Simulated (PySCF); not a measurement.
An unknown gives this computed stick spectrum. Method used: TDDFT wB97X-D/def2-SVPD, vertical, gas phase, core orbitals frozen in the response (PySCF 2.14.0, density-fitted response routines). Geometries: PBE0-D3(BJ)/def2-SVP, one conformer each.

```json
{"state": "S1", "E (eV)": "7.28", "λ (nm)": "170.4", "f": "0.0013"}
{"state": "S2", "E (eV)": "7.97", "λ (nm)": "155.5", "f": "0.023"}
{"state": "S3", "E (eV)": "8.19", "λ (nm)": "151.4", "f": "0.020"}
{"state": "S4", "E (eV)": "8.37", "λ (nm)": "148.1", "f": "0.025"}
{"state": "S5", "E (eV)": "8.71", "λ (nm)": "142.3", "f": "0.025"}
{"state": "S6", "E (eV)": "8.81", "λ (nm)": "140.7", "f": "0.0058"}
{"state": "S7", "E (eV)": "8.91", "λ (nm)": "139.2", "f": "0.037"}
{"state": "S8", "E (eV)": "9.13", "λ (nm)": "135.8", "f": "0.083"}
{"state": "S9", "E (eV)": "9.15", "λ (nm)": "135.5", "f": "0.052"}
{"state": "S10", "E (eV)": "9.22", "λ (nm)": "134.4", "f": "0.029"}
```

Question: Which structure fits?
A. `C=CO[SiH3]`
B. `CS(=O)(C)=O`
C. `[H][Si]([H])([H])OC(C)C`

Answer: C. Its S1 lies at 7.28 eV; the nearest of the others has S1 at 7.86 eV. S1 is HOMO→LUMO (86%). Löwdin shares by element: HOMO oxygen 48%, carbon 19% or more, silicon 12% (atoms not listed hold the other 22%); LUMO silicon 30%, hydrogen 17% or more, carbon 8% or more (atoms not listed hold the other 44%). At the same level the other candidates give, for their lowest levels:
- `C=CO[SiH3]`: 6.50 eV (f 0.010); 7.03 eV (f 0.270); 7.21 eV (f 0.033); 7.49 eV (f 0.014); 7.65 eV (f 0.004); T1 4.45 eV; HOMO -8.89, LUMO 1.90 eV
- `CS(C)(=O)=O`: 7.86 eV (f 0.015); 8.23 eV (f 0.020); 8.59 eV (f 0.000); 8.60 eV (f 0.060); 8.99 eV (f 0.028); T1 7.66 eV; HOMO -10.38, LUMO 1.66 eV
Triplets come from the Tamm–Dancoff approximation.
